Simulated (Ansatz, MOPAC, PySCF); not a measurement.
Dimer: digermane (SMILES [GeH3][GeH3]) (first 8 atoms) with CH4 (SMILES C); geometry from B3LYP-D3(BJ)/def2-TZVP, rigid monomers moved along the line of their centres of mass till Ge1···C9 is 5.52 Å.
(charge 0, multiplicity 1):
```xyz
13

Ge    -0.188    -1.409     0.653
Ge    -0.370     0.989     0.260
H      0.169    -2.132    -0.657
H     -1.525    -1.970     1.170
H      0.904    -1.713     1.691
H      1.029     1.617     0.121
H     -1.103     1.682     1.420
H     -1.153     1.255    -1.039
C      0.750     0.562     5.723
H     -0.267     0.465     5.345
H      1.162    -0.427     5.914
H      1.365     1.074     4.984
H      0.739     1.139     6.647
```

Monomers are frozen at their geometry in the pair; levels with a basis set take the counterpoise correction. Rows marked so take none.

Cores are frozen in the correlated methods. Filled d and f shells under p-block atoms count as core. Rows in 3-21G, 6-31G*, STO-3G carry no dispersion term and start afresh at each structure (6-31G* with six Cartesian d functions); the Pople sets are all-electron and without relativity. MP2/6-31G* freezes PySCF's default core, which leaves 3d correlated. The state reached by PM6 isn't checked.

Codes used: Ansatz (a program for electronic structure); MOPAC for PM6 (differences of heats of formation); PySCF for 3-21G rows, 6-31G* rows, STO-3G rows, the dispersion terms. 

Other levels give for the interaction energy: PBE/def2-TZVPPD -0.10; B3LYP/def2-TZVPPD 0.10; B3LYP-D3(BJ)/def2-TZVPPD -0.25; wB97M-V/def2-TZVPPD -0.27; CCSD(T)/aug-cc-pVDZ -0.25 kcal/mol.

Task: What do these common cheap choices give for the same quantity: PM6, HF/STO-3G (no counterpoise), HF/6-31G*, BP86/6-31G* (no counterpoise), B3LYP/3-21G (no counterpoise), B3LYP/6-31G* (no counterpoise), M06-2X/6-31G* (no counterpoise), MP2/6-31G*?

Result: PM6 -0.06; HF/STO-3G (no counterpoise) 0.00; HF/6-31G* 0.00; BP86/6-31G* (no counterpoise) 0.06; B3LYP/3-21G (no counterpoise) -0.01; B3LYP/6-31G* (no counterpoise) -0.02; M06-2X/6-31G* (no counterpoise) -0.23; MP2/6-31G* -0.13 kcal/mol. They span -0.23 to 0.06 kcal/mol.
